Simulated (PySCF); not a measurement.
CdH2, SMILES [CdH2]. Heavy atoms are numbered as in [CdH2:1]. Hydrogens are named by the atom that carries them.

The structure is a stationary point at PBE0-D3(BJ)/def2-TZVPD. The def2 effective core potentials stand for the cores of Cd; spin–orbit coupling is left out.

Level of theory: PySCF with CAM-B3LYP/def2-TZVPD.

Mulliken values depend strongly on the basis, most of all with diffuse functions as here. ESP charges are fitted to the potential on shells at 1.4 to 2.0 van der Waals radii. Atomic charges (e), one atom of each kind:

```tsv
atom	Mulliken	ESP fit
Cd1 (CdH2)	0.20	?
H on Cd1	-0.10	?
```

**Question.** What belongs in the gaps? (The exact figures need the calculation; the answer reports its results.)

**Answer.** 
- Cd1 (CdH2), ESP fit: 0.57
- H on Cd1, ESP fit: -0.28
